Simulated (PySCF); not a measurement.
CCl₃, SMILES Cl[C+](Cl)Cl, charge +1. The structure is a stationary point at r2SCAN-D4/def2-SVP.

TDA-PBE/def2-SVPD run with PySCF puts the lowest singlet excitations at 3.29, 4.47, 4.47, 5.62, 5.62, 6.48 eV.

Problem. What are the lowest excitation roots from ADC(2)/aug-cc-pVDZ (PySCF 2.14.0)? (The exact figures need the calculation; the answer reports its results.)

Solution. 3.64, 4.93, 4.93, 5.03, 5.03, 7.40 eV. S1 differs by 0.35 eV (second minus first; roots are paired by order, and the bases may differ).
